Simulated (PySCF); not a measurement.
Si(F)(Cl)2(Et), SMILES CC[Si](F)(Cl)Cl (C2H5Cl2FSi), singlet, PBE0/def2-SVP optimised geometry.

```
11

C     -0.72    -1.89    -1.54
C     -1.15    -0.42    -1.48
Si    -0.51     0.49     0.00
F      1.11     0.49     0.00
Cl    -1.11     2.45     0.00
Cl    -1.09    -0.40     1.75
H     -1.07    -2.45    -0.66
H      0.37    -1.98    -1.59
H     -1.14    -2.38    -2.44
H     -2.25    -0.33    -1.46
H     -0.81     0.14    -2.37
```

Density from PySCF with PBE0/def2-TZVP at that geometry.

Minimum of the electron density along straight lines between bonded atoms, close to the bond critical point (lines longer than 1.1 times the sum of covalent radii, or with two minima, are not listed):

| bond | length / Å | ρ at the minimum / e bohr⁻³ | ∇²ρ there / e bohr⁻⁵ | position (fraction from the first atom) |
|---|---|---|---|---|
| C1–C2 | 1.528 | 0.239 | ___ | 0.49 |
| C2–Si3 | 1.851 | 0.134 | ___ | 0.61 |
| Si3–F4 | 1.616 | 0.135 | 0.92 | 0.42 |
| Si3–Cl5 | 2.048 | 0.103 | 0.23 | 0.36 |
| Si3–Cl6 | 2.050 | 0.102 | 0.22 | 0.36 |
| C1–H7 | 1.101 | 0.273 | -0.92 | 0.64 |
| C1–H8 | 1.101 | 0.273 | -0.92 | 0.64 |
| C1–H9 | 1.100 | 0.273 | -0.92 | 0.64 |
| C2–H10 | 1.104 | 0.268 | -0.88 | 0.64 |
| C2–H11 | 1.104 | 0.267 | -0.87 | 0.64 |

Problem. Some entries are withheld; supply them.

Solution. 
- C1–C2, ∇²ρ there / e bohr⁻⁵: -0.57
- C2–Si3, ∇²ρ there / e bohr⁻⁵: 0.15
